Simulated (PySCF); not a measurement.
C$_{2}$H$_{6}$O, charge +1, doublet, at a GFN2-xTB geometry (a state made from the parent by changing its charge; the spin is typed, not shown lowest).

Here is a job for PySCF.
```python
from pyscf import gto, scf, dft

mol = gto.M(
    atom='''
C     1.20375736   -0.11633576    0.01209633
O    -0.02342911    0.46081830   -0.13995856
C    -1.18692692   -0.21469587    0.08844375
H     1.18320292   -1.16278172    0.33135107
H     1.80128557    0.50368662    0.71025579
H     1.76939206    0.00272769   -0.93382947
H    -1.06027273   -1.25508521    0.40299733
H    -1.81952555   -0.14493143   -0.81921600
H    -1.78763204    0.35602751    0.82486925
''',
    basis='def2-svpd',
    charge=1,
    spin=1,
    verbose=4,
)

mf = dft.UKS(mol)
mf.xc = 'wb97x'
mf.kernel()
```

Problem. What is the computed nuclear repulsion energy (WB97X/def2-SVPD in PySCF)?

Solution. 84.6612 Eh

Problem. Give the HOMO energy at the level WB97X/def2-SVPD.

Solution. -18.55 eV

Problem. What Mulliken (on the basis functions themselves) charges in atom order does WB97X/def2-SVPD give?

Solution. C1 0.59, O2 -0.46, C3 0.59, H4 0.03, H5 0.06, H6 0.06, H7 0.03, H8 0.06, H9 0.06

These values belong to the state on which the SCF converged, which isn't shown to be the lowest.

Problem. Roughly what does it cost on one core?

Solution. around 29 core-seconds (rough).
